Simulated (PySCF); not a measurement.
Numbering as in the mapped SMILES `[CH3:1][Ge:2]([CH3:3])([CH3:4])[CH3:5]`. Each H is labelled by its parent atom.

Geometry: PBE0-D3(BJ)/def2-SVP; GIAO absolute shieldings from PySCF 2.14, gas phase, non-relativistic, averaged over equivalent atoms.

At PBE0/aug-cc-pVDZ (236 basis functions, about 25 core-seconds):
```json
{"atoms": "C1/C3/C4/C5", "σ (ppm)": "194.9"}
{"atoms": "Ge2", "σ (ppm)": "1514.0"}
{"atoms": "H(C1)/H(C3)/H(C4)/H(C5)", "σ (ppm)": "31.37"}
```

Estimate the result of repeating the calculation with PBE0/def2-TZVP.

Answers


```
                  atoms  σ at PBE0/def2-TZVP  change
            C1/C3/C4/C5                187.8    -7.1
                    Ge2               1373.6  -140.4
H(C1)/H(C3)/H(C4)/H(C5)                31.50   +0.13
```

The largest change is at Ge2 (germanium bonded to 4 C). Cost: 244 basis functions, roughly 30 core-seconds.

Relativistic effects, spin–orbit coupling among them, are left out; they matter for Ge and for the light atoms bonded to it.
